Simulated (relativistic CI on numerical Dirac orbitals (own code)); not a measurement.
## Cr²⁺: L2,3 absorption edge

Computed with this model: Dirac-Coulomb-Breit CI, orbitals from a KLI potential per configuration, model QED (radiative potential, 1s self-energy scaled to tabulated hydrogen-like ionisation energies), valence Slater integrals scaled by 0.8, multiplet model of core-to-valence dipole absorption; configurations [Ar] 3d4 → [He] 2s2 2p5 3s2 3p6 3d5; 80 K; Lorentzian 0.24 eV and Gaussian 0.3 eV FWHM. Energies are those of the free ion, without screening or charge transfer. The branching ratio is the share of the lower-energy edge in the whole absorption, uncertain by about 0.02 where the edges overlap. S is read from ⟨S²⟩ = S(S + 1).

Field parameters in Wybourne normalisation: D3d B²₀ = −7Dσ, B⁴₀ = −14Dq − 21Dτ, B⁴₃ = −14√(10/7) Dq; Oh B⁴₀ = 21Dq, B⁴₄ = √(5/14) B⁴₀; Td as Oh with Dq negative (B⁴₀ = 21Dq, B⁴₄ = √(5/14) B⁴₀). The field is a parameter set, without covalency.

free ion: ground-state S = 2.00, centroid 579.90 eV. Peaks (eV, height): 574.6 (15), 577.0 (100), 578.4 (61), 579.3 (51), 581.6 (7), 582.2 (11), 585.9 (25), 587.5 (18), 588.6 (15).

Oh, 10Dq = 25100 cm⁻¹: ground-state S = 1.00, centroid 581.10 eV. Peaks (eV, height): 574.9 (61), 577.3 (55), 577.9 (95), 579.5 (100), 581.1 (13), 584.5 (17), 586.3 (73), 586.7 (81), 588.6 (23), 589.6 (7).

D3d, 10Dq = 9900, Dσ = -1030, Dτ = -130 cm⁻¹: ground-state S = 2.00, centroid 580.60 eV. Peaks (eV, height): 573.9 (6), 574.7 (6), 576.6 (45), 577.4 (100), 578.6 (64), 582.9 (26), 583.9 (39), 584.8 (27), 586.6 (34), 587.1 (42), 588.0 (16).

D3d, 10Dq = 16650, Dσ = -1060, Dτ = -500 cm⁻¹: ground-state S = 1.99, centroid 580.62 eV. Peaks (eV, height): 576.1 (46), 577.9 (100), 578.9 (52), 583.3 (16), 584.4 (40), 586.4 (24), 587.3 (32), 588.4 (12).

Td, 10Dq = -7200 cm⁻¹: ground-state S = 2.00, centroid 580.33 eV. Peaks (eV, height): 574.4 (9), 574.9 (11), 575.4 (14), 577.2 (100), 577.9 (90), 579.4 (43), 581.6 (7), 582.5 (29), 583.5 (22), 584.7 (19), 586.5 (38), 587.7 (22), 588.4 (11).

Oh, 10Dq = 25650 cm⁻¹: ground-state S = 1.00, centroid 581.12 eV. Peaks (eV, height): 574.9 (62), 578.0 (93), 579.5 (100), 581.2 (12), 584.5 (17), 585.1 (14), 586.4 (74), 586.8 (83), 588.7 (22), 589.7 (6).

Strongest unbroadened transitions for D3d, 10Dq = 16650, Dσ = -1060, Dτ = -500 cm⁻¹:

| Energy (eV) | Relative strength |
| --- | --- |
| 575.92 | 63.3 |
| 576.03 | 46.3 |
| 576.09 | 44.0 |
| 577.56 | 54.2 |
| 577.67 | 75.1 |
| 577.73 | 100.0 |
| 577.75 | 47.8 |
| 577.79 | 46.7 |
| 577.92 | 88.1 |
| 577.94 | 51.9 |
| 577.97 | 62.0 |
| 578.04 | 71.0 |
| 578.17 | 48.9 |
| 578.19 | 47.4 |
| 578.98 | 52.1 |
| 579.10 | 53.7 |
| 584.35 | 82.7 |
| 587.11 | 45.7 |
